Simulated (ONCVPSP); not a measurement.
**Plane-wave convergence, ONCV potential for Pm**

promethium (Pm), optimised norm-conserving Vanderbilt (ONCV), made with ONCVPSP 4.0.1 (PBE, fully relativistic). Core [Kr], reference 4d10 4f5 5s2 5p6 6s1.5 (charge +0.5). Waves: 5s+6s: rc 1.85 bohr, ncon 3, nbas 6, qcut 5.6 1/bohr, 3 projectors, debl 3.3 Ha; 5p: rc 2.60 bohr, ncon 4, nbas 8, qcut 5.1 1/bohr, 1 projector; 4d: rc 0.80 bohr, ncon 5, nbas 9, qcut 24 1/bohr, 2 projectors, debl 1.5 Ha; 4f: rc 1.35 bohr, ncon 3, nbas 7, qcut 12.4 1/bohr, 2 projectors, debl 3.5 Ha. Local part: polynomial inside 0.75 bohr (lpopt 1, dvloc0 3 Ha). Core correction: Teter function, fcfact 5.25, rcfact 1.45.

Open shells are filled in proportion to 2j + 1.

In the d channel the program set the typed energies aside and used -4.544, 0.250 Ha (j = l + 1/2; the other j can differ).

Problem. For each optimised wave give the share of its norm inside rc, the residual kinetic energy above qcut (Ha) and the cutoffs (Ha) for errors of 10, 1, 0.1 and 0.01 mHa per electron.

Solution.

```csv
wave,norm inside rc,residual KE,10 mHa,1 mHa,0.1 mHa,0.01 mHa
5s,0.818,3.7e-05,9.6,12.5,14.6,30.4
6s,0.043,1.3e-05,7.2,11.0,13.6,17.1
s projector 3,0.083,4.7e-04,11.4,14.7,23.0,40.2
5p j=3/2,0.915,3.5e-07,4.4,5.7,6.9,9.0
5p j=1/2,0.939,8.7e-08,5.0,6.7,8.1,9.1
4d j=5/2,0.699,5.6e-08,74.1,156.4,201.6,232.8
d projector 2 j=5/2,0.050,5.8e-08,61.9,80.2,94.3,111.6
4d j=3/2,0.713,6.1e-08,76.3,159.2,203.7,234.6
d projector 2 j=3/2,0.050,4.8e-08,63.9,82.2,97.0,141.1
4f j=7/2,0.761,2.3e-05,56.9,64.7,71.1,168.6
f projector 2 j=7/2,0.103,5.5e-05,58.7,67.6,75.2,153.9
4f j=5/2,0.771,2.1e-05,56.8,64.5,70.8,143.8
f projector 2 j=5/2,0.104,5.5e-05,58.8,67.7,75.3,154.3
```

The occupied waves need 159 Ha and 204 Ha for 1 and 0.1 mHa. Note: ghosts flagged at negative energy: s at -255.6 eV, p3/2 at -128.5 eV, p1/2 at -111.2 eV; no localised positive-energy state flagged. A true bound ghost makes a file unfit for plane-wave use. Tests left out (the all-electron energies of this program are off by 10 to 40 meV for near-neutral 4f atoms).
